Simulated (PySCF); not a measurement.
## Spin states of AlSb⁺

Unrestricted PBE0; basis Al def2-SVPD, Sb def2-SVPD with ECP28; scalar-relativistic core potentials; PySCF 2.14. Outer shells of the fragments: Al+ 3s2; Sb 4d10 5s2 5p3.

Followed along the bond (rough minima from three points):

```tsv
2Ms+1	unpaired	⟨S²⟩ at the start	R at minimum (Å)	Te (eV)
4	σ ↑, π ↑↑	3.76	2.82	0.00
2	σ ↓, π ↑↑	1.77	2.72	0.34
2	π ↑	0.75	none in the scan	≤ 1.11
2	π ↑	0.78	none in the scan	≤ 1.36
```

Solutions found at the starting distance of 2.660 Å, counted from the lowest of them; the search is not exhaustive and high or unbound solutions are not listed, so other states can lie among these:

```csv
2Ms+1,unpaired,term,E (eV),⟨S²⟩,⟨Lz²⟩,μ (D)
4,"σ ↑, π ↑↑",⁴Σ⁻,0.00,3.76,0.00,-5.29
2,"σ ↓, π ↑↑",mixed,0.32,1.77,0.00,-5.41
2,π ↑,²Π,1.42,0.78,1.01,-6.71
2,π ↑,²Π,1.57,0.75,1.00,-2.22
4,π ↑↑↑,⁴Π,2.92,3.77,1.01,-4.29
4,"σ ↑, π ↑↑",mixed,3.55,3.76,2.01,-1.42
```

A term symbol is given only where ⟨S²⟩ and ⟨Lz²⟩ are close to those of a pure state; real π, δ and φ orbitals otherwise mix terms. A positive dipole points towards Sb; it is taken about the centre of mass and depends on that origin.

Spin–orbit coupling is left out. Counting both spins, an empty level lies below a filled one in some of these solutions, because spin and occupation are held.
